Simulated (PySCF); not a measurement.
Species: C₅H₉ClO.
SMILES: `CCCCC(=O)Cl`

Jobs on this species (16 atoms, 64 electrons) with PySCF (density fitting). Hardware of each: one thread of an Arm Neoverse V2, no GPU, on a shared host. Times come from a shared host and carry two figures at best. Peak memory is the resident size of the whole Python process, interpreter and libraries included.

| level and settings | work | basis functions | SCF cycles | wall time | peak memory |
| --- | --- | --- | --- | --- | --- |
| KT3/pcSseg-1 | shieldings | 171 | ? | ? | ? |
| CAM-B3LYP/def2-SVPD | 10 singlets by full TDDFT, 4 Tamm–Dancoff triplets, polarisability, ΔSCF ions | 222 | ? | ? | ? |
| PBE0/pcSseg-1 | shieldings, charges and field gradients | 171 | 14 | 16 s | 0.97 GiB |
| PBE0-D3(BJ)/def2-SVP, grid level 1 | geometry optimisation from a GFN2-xTB start shaken at random | 147 | 61 | 65 s | 0.57 GiB |

Fill in the missing figures.

- KT3/pcSseg-1; shieldings: 23 s, 0.91 GiB, 16 SCF cycles
- CAM-B3LYP/def2-SVPD; 10 singlets by full TDDFT, 4 Tamm–Dancoff triplets, polarisability, ΔSCF ions: 3.4 min, 1.2 GiB, 13 SCF cycles

What do all jobs in the table cost together?

About 5.1 min; the longest takes about 66 % of that, and about 13 times as long as the shortest.
